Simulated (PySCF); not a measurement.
## Rh (rhodium, neutral) across methods

[Kr] 4d9, 2D determinant (an excited configuration). Calculation: PySCF 2.14, in def2-TZVPPD with the def2 core potential (28 electrons) (6s4p3d2f1g, 56 functions); scalar relativity through the core potential.

```csv
method,E (hartree),mean ε 4p β (eV),mean ε 4d α (eV),mean ε 4d β (eV),Σ⟨r²⟩ (bohr²),⟨S²⟩
PBE0,-110.4554,-51.087,-5.135,-4.421,42.34,0.773
r2SCAN,-110.4894,-49.379,-4.009,-3.320,42.94,0.756
M06-2X,-110.3907,-54.312,-7.008,-6.450,42.58,1.024
B3LYP,-110.5117,-50.644,-4.957,-4.325,42.75,0.758
M06,-110.4801,-51.283,-5.599,-4.949,43.05,0.962
UHF,-109.68349,-60.057,-8.734,-7.497,41.36,0.828
```

Energies and moments cover only the electrons outside the core potential.
